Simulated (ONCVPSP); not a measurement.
**LDA (Perdew-Wang 92) ONCV dataset for germanium (Ge), scalar-relativistic all-electron reference.**

| Property | Result |
| --- | --- |
| Element | germanium (Ge) |
| Generator | ONCVPSP 4.0.1 |
| Type | optimised norm-conserving Vanderbilt (ONCV) |
| Functional | LDA (Perdew-Wang 92) |
| Relativity | scalar-relativistic |
| Frozen core | [Ar] |
| Valence charge | 14 |
| Reference configuration | 3d10 4s2 4p2 |
| Partial waves | 4s: rc 1.90 bohr, ncon 5, nbas 9, qcut 2.7 1/bohr, 2 projectors, debl 2.6 Ha; 4p: rc 2.30 bohr, ncon 3, nbas 7, qcut 4.2 1/bohr, 3 projectors, debl 0.9 Ha; 3d: rc 0.90 bohr, ncon 4, nbas 9, qcut 14.2 1/bohr, 2 projectors, debl 1.7 Ha |
| Local potential | polynomial inside 0.85 bohr (lpopt 5, dvloc0 8 Ha) |
| Core correction | none |

All-electron outer shells of the reference configuration (LDA (PZ), scalar-relativistic, ld1.x):

| shell | level (eV) | outermost node (bohr) | outermost maximum (bohr) |
| --- | --- | --- | --- |
| 3s | -167.73 | 0.26 | 0.54 |
| 3p | -115.38 | 0.23 | 0.54 |
| 3d | -29.55 | – | 0.50 |
| 4s | -11.95 | 0.77 | 1.73 |
| 4p | -4.05 | 0.82 | 2.19 |

**Question.** Estimate the cutoffs (Ha) at which the residual kinetic energy of the hardest occupied pseudo-wave falls to 1 and 0.1 mHa per electron.

**Answer.** 100 Ha and 345 Ha.

**Question.** Does the potential have ghost states?

**Answer.** No bound ghost flagged; GHOST(+) flagged for s at 59.7 eV, p at 183.2 eV.

**Question.** Which valence shell sets the plane-wave cutoff?

**Answer.** 3d: 100 Ha for 1 mHa per electron, against 49 Ha for 4s.

**Question.** Tests: 3d10 4s2 4p1; 3d10 4s2 4p0; 3d10 4s1 4p0; 3d9 4s2 4p2. Which has the largest error in its energy relative to the reference configuration, and how large is it?

**Answer.** 3d9 4s2 4p2, with -218 meV (all-electron minus pseudo) on +38.95 eV.
